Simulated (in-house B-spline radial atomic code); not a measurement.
Computed with a B-spline radial atomic code. Model: two electrons, singlet ground state, non-relativistic, full CI in B-splines with partial waves to l = 8 (at full coupling up to 3e-4 hartree above the limit, correlation up to 0.6 % small), density held at that of full coupling by Lieb maximisation.

Along the adiabatic connection the electron repulsion is scaled by a coupling λ while a local potential keeps the density fixed. At λ = 0 the system is the Kohn-Sham one and W equals the exchange energy; the exchange-correlation energy is the area under W between 0 and 1. The kinetic energy rises with λ as the electrons avoid each other, with dT/dλ = −λ dW/dλ.

Command:
```bash
python run_ac.py task.json out
```
Settings (lengths in bohr, energies in hartree):
```
potential              yukawa
strength               1.81
lmax                   8
second                 0.445
```

Run time, properties included: 96 s on 1 thread of Intel(R) Xeon(R) Processor @ 2.30GHz, on a shared host.

**W = mean repulsion less Hartree energy, and W of three functionals.**

Given: confinement screened point charge; nuclear charge 1.81; screening of the nucleus 0.445 1/bohr; external potential -Z exp(-k r)/r.

Computed: LDA exchange minus exact 107.43 millihartree; SCAN exchange minus exact -10.25 millihartree.

| coupling | W xc (hartree) | W xc minus exchange (millihartree) | kinetic minus Kohn-Sham (millihartree) | LDA (PW92) W minus its exchange (millihartree) | PBE W minus its exchange (millihartree) | SCAN W minus its exchange (millihartree) |
| --- | --- | --- | --- | --- | --- | --- |
| 0 | -0.81841 | 0 | 0 | 0 | 0 | 0 |
| 0.02 | ? | ? | ? | ? | ? | ? |
| 0.05 | -0.82352 | -5.102 | 0.13 | -22.81 | -4.08 | -4.41 |
| 0.12 | -0.83041 | -11.997 | 0.71 | -43.09 | -9.86 | -10.24 |
| 0.25 | -0.8425 | -24.082 | 2.94 | -70.9 | -20.4 | -20.3 |
| 0.4 | -0.85538 | -36.969 | 7.11 | -95.58 | -32 | -30.94 |
| 0.6 | -0.87101 | -52.593 | 14.9 | -121.88 | -46.44 | -43.82 |
| 0.8 | -0.88508 | -66.665 | 24.72 | -143.5 | -59.73 | -55.47 |
| 1 | -0.89781 | -79.394 | 36.16 | -161.95 | -71.97 | -66.09 |
| 1.4 | -0.91991 | -101.49 | 62.54 | -192.38 | -93.77 | -84.85 |
| 2 | ? | ? | ? | ? | ? | ? |
| 3 | -0.97918 | -160.76 | 188.09 | -270.3 | -156.52 | -138.29 |
| 4.5 | -1.0119 | -193.46 | 308.89 | -314.22 | -194.99 | -170.46 |

Problem. What belongs in the row 0.02?

Solution. W xc (hartree): -0.82047; W xc minus exchange (millihartree): -2.059; kinetic minus Kohn-Sham (millihartree): 0.02; LDA (PW92) W minus its exchange (millihartree): -11.26; PBE W minus its exchange (millihartree): -1.62; SCAN W minus its exchange (millihartree): -1.79.

Problem. What belongs in the row 2?

Solution. W xc (hartree): -0.94654; W xc minus exchange (millihartree): -128.13; kinetic minus Kohn-Sham (millihartree): 107.49; LDA (PW92) W minus its exchange (millihartree): -227.61; PBE W minus its exchange (millihartree): -121.08; SCAN W minus its exchange (millihartree): -108.2.

Problem. What is the PBE exchange minus exact?

Solution. -1.1766 millihartree.

**Energy parts, natural occupations and partial-wave weights.**

Computed: total energy -1.0107 hartree; correlation energy -0.043236 hartree; kinetic part of the DFT correlation energy 0.036158 hartree; initial slope twice GL2 -0.10357 hartree; Hartree energy 1.6368 hartree; Kohn-Sham kinetic 1.9747 hartree; Lieb Oxford ratio E_xc over LDA exchange 1.2119.

```
natural  occupation of the shell (electrons)
      s                               1.9724
      s                                    ?
      p                            0.0096067
      d                           0.00037972
      p                           0.00032614
      s                           0.00024728
```

Problem. What belongs in the row s?

Solution. occupation of the shell (electrons): 0.016885.

```
wave      weight
   s     0.99477
   p   0.0049821
   d  0.00021372
   f           ?
   g  6.4598e-06
```

Problem. What belongs in the row f?

Solution. weight: 2.8595e-05.

Problem. What is the kinetic part over minus potential part?

Solution. 0.45542.

Problem. What is the exchange energy?

Solution. -0.81841 hartree.

Half-way to full coupling W has made 56 % of its drop, against 50 % for a straight line, and second-order (GL2) theory, half the initial slope, overshoots the correlation energy by about 20 %: a moderate bend, as in light atoms. Over couplings 0 to 1 the errors in E_xc come to about +49 millihartree for LDA, +3.8 millihartree for PBE, -3.1 millihartree for SCAN, so SCAN is nearest. In LDA and PBE and SCAN the errors of exchange and correlation have opposite signs, so the sum is smaller than the larger of the two.
